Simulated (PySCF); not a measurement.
## Small edits and their spectra

Starting compound: SMILES CCC1=C[SiH2]C=CO1, C₆H₁₀OSi.

1H NMR (400 MHz, computed): δ 7.33 (d, 1H), 5.10 (m, 1H), 4.96 (m, 1H), 4.90 (m, 2H), 2.22 (q, 2H), 1.21 (t, 3H). 13C{1H} NMR (computed): δ 176.0 (C), 161.5 (CH), 97.6 (CH), 93.0 (CH), 38.6 (CH2), 16.8 (CH3).

- NMR shieldings at PBE0/pcSseg-1/GIAO
- geometry: GFN2-xTB
- code: PySCF
- non-relativistic, fast rotation and ring inversion assumed for equivalent nuclei, no solvent, one conformer

Chemical shifts δ = σref − σ; TMS for 1H (σ = 31.72 ppm) and 13C (σ = 186.93 ppm), all at this level. Where no couplings were computed, multiplicities follow the n + 1 count of equivalent neighbours, and m marks all less simple cases (inequivalent or close neighbours, rings, F or P nearby). Shifts are as computed. Against solution values, carbons near 30 ppm lie about +3 ppm off and those near 130 ppm about +5 ppm. Of 1211 compounds with measured shifts, 218 miss one by over three times the rms of a fit or turn the order of signals round; such compounds aren't used in these exercises.

**Question.** What are the spectra after this edit: CH2 replaced by C=O, giving `CC(=O)C1=C[SiH2]C=CO1`?

**Answer.** 1H NMR (400 MHz, computed): δ 7.38 (d, 1H), 6.82 (t, 1H), 5.23 (m, 1H), 5.01 (m, 2H), 2.35 (s, 3H). 13C{1H} NMR (computed): δ 196.4 (C), 164.8 (C), 160.9 (CH), 108.2 (CH), 98.9 (CH), 28.9 (CH3).

**Question.** What are the spectra after this edit: H2 added to a C-C multiple bond, giving `CCC1=C[SiH2]CCO1`?

**Answer.** 1H NMR (400 MHz, computed): δ 4.41 (m, 2H), 4.37 (m, 1H), 4.37 (m, 2H), 2.11 (q, 2H), 1.16 (t, 3H), 0.88 (m, 2H). 13C{1H} NMR (computed): δ 184.7 (C), 84.1 (CH), 68.7 (CH2), 38.4 (CH2), 17.5 (CH3), 7.6 (CH2).
